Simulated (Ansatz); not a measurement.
Species: C₃H₆Si, SMILES `C1=C[SiH2]C1` (charge 0, multiplicity 1).

**Question.** Give a relaxed geometry from B3LYP-D3(BJ)/def2-TZVP (Ansatz, a first-principles code).

**Answer.** the end point of this relaxation (outside a Z-matrix the atoms follow the SMILES, hydrogens last).
Cartesian coordinates (Å) in one orientation:
```xyz
10

C     -0.980     0.546    -0.188
C      0.131     1.292    -0.064
Si     1.159    -0.235     0.195
C     -0.604    -0.923    -0.033
H     -1.993     0.902    -0.368
H      0.197     2.369    -0.125
H      1.796    -0.428     1.522
H      2.162    -0.583    -0.843
H     -1.069    -1.413     0.825
H     -0.798    -1.528    -0.920
```
